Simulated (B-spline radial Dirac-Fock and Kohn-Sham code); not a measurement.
## Dipole and non-dipole photoemission parameters of Sn²⁺ 4s

System: the Sn²⁺ ion in the configuration [Kr] 4d10 5s2; threshold 161.0 eV (orbital energy of the model). The computed values come from an atomic code on a B-spline grid: Dirac-Hartree-Slater photoionisation with a Latter tail; cross sections with all multipoles, angular parameters from the dipole term and its interference with E2.

For linearly polarised light dσ/dΩ = σ/(4π) [1 + β P₂(cos θ) + (δ + γ cos²θ) sin θ cos φ], with θ from the polarisation vector and φ the angle between the beam and the projection of the electron momentum on the plane normal to the polarisation.

```
hν (eV)  σ (kb)      β       γ
    200     154  1.956   0.228
    211     149  1.960   0.249
    269     126  1.971   0.324
    324     104  1.976   0.352
    375    87.7  1.979   0.356
    400    81.2  1.980   0.355
    442    71.7  1.981   0.351
    779    31.6  1.987   0.256
   1000    21.2  1.988   0.185
   1020    20.6  1.988   0.179
 1253.6    14.5  1.989   0.113
   1280    14.0  1.989   0.106
   2000    6.41  1.991  -0.030
   3600       ?      ?       ?
   3810    1.93  1.992  -0.092
   3870    1.88  1.992  -0.090
   4090    1.69  1.992  -0.082
   4120    1.66  1.992  -0.081
   4620    1.33  1.992  -0.053
   6000   0.790  1.992   0.059
   7320   0.525  1.992   0.195
  12100   0.179  1.992   0.736
  12400   0.170  1.992   0.770
```

Question: Give the values at 3600 eV.

Answer: σ = 2.16 kb, β = 1.992, γ = -0.098. For an s subshell δ is negligible.
